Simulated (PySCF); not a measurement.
## Radial density of Rb¹⁰⁺ (rubidium, charge +10)

revPBE, [Ar] 3d9, 2D determinant. Calculation: PySCF 2.14, in an uncontracted even-tempered set (20 s from 0.49 bohr⁻², ratio 2.5; 13 p from 0.64 bohr⁻², ratio 2.5; 9 d from 0.64 bohr⁻², ratio 2.5; 4 f from 5 bohr⁻², ratio 2.7; 4 g from 7.5 bohr⁻², ratio 2.7); the spin-free X2C one-electron Hamiltonian (Gaussian nucleus).

```json
{"r (bohr)": "0.0327", "4πr²ρ (e/bohr)": "45.37", "4πr²(ρα − ρβ)": "-0.0003"}
{"r (bohr)": "0.0550", "4πr²ρ (e/bohr)": "38.10", "4πr²(ρα − ρβ)": "0.0058"}
{"r (bohr)": "0.0925", "4πr²ρ (e/bohr)": "48.41", "4πr²(ρα − ρβ)": "0.0714"}
{"r (bohr)": "0.156", "4πr²ρ (e/bohr)": "51.03", "4πr²(ρα − ρβ)": "0.4742"}
{"r (bohr)": "0.262", "4πr²ρ (e/bohr)": "30.94", "4πr²(ρα − ρβ)": "1.5595"}
{"r (bohr)": "0.440", "4πr²ρ (e/bohr)": "37.28", "4πr²(ρα − ρβ)": "1.9935"}
{"r (bohr)": "0.741", "4πr²ρ (e/bohr)": "12.79", "4πr²(ρα − ρβ)": "0.6879"}
{"r (bohr)": "1.25", "4πr²ρ (e/bohr)": "0.5225", "4πr²(ρα − ρβ)": "0.0352"}
{"r (bohr)": "2.10", "4πr²ρ (e/bohr)": "0.0006378", "4πr²(ρα − ρβ)": "0.0000"}
```

Densities and radii are taken from the X2C orbitals without a picture-change correction, which distorts them close to the nucleus.
